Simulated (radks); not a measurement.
Question: All-electron atom: Ti0.625+ in [He] 2s1.375 2p6 3s2 3p6 3d2 4s2 (fractional occupations, a model configuration). Calculated with a radial shooting solver on a logarithmic mesh with Libxc functionals: Dirac Kohn-Sham, BLYP, spin-unpolarised, spherical densities, point nucleus; open shells are shared between the two j in proportion to 2j + 1. Some entries of the table are withheld. Estimate them.

orbital,occ.,eigenvalue (eV),<r^2> (bohr^2),r(max) (bohr)
1s1/2,2,-4908.902,0.006506,0.04553
2s1/2,1.375,-562.9806,0.1228,0.2677
2p1/2,2,-476.2545,0.1001,0.2165
2p3/2,4,-470.3451,0.1018,0.2186
3s1/2,2,-72.7571,1.111,0.8511
3p1/2,2,(1),1.274,(2)
3p3/2,4,(3),1.293,(4)
3d3/2,0.8,(5),2.267,0.8874
3d5/2,1.2,(6),2.280,0.8894
4s1/2,2,-8.9334,11.08,2.653

Answer: 
(1) 3p1/2 eigenvalue (eV): -49.1643
(2) 3p1/2 r(max) (bohr): 0.8701
(3) 3p3/2 eigenvalue (eV): -48.4417
(4) 3p3/2 r(max) (bohr): 0.8763
(5) 3d3/2 eigenvalue (eV): -12.6192
(6) 3d5/2 eigenvalue (eV): -12.5522
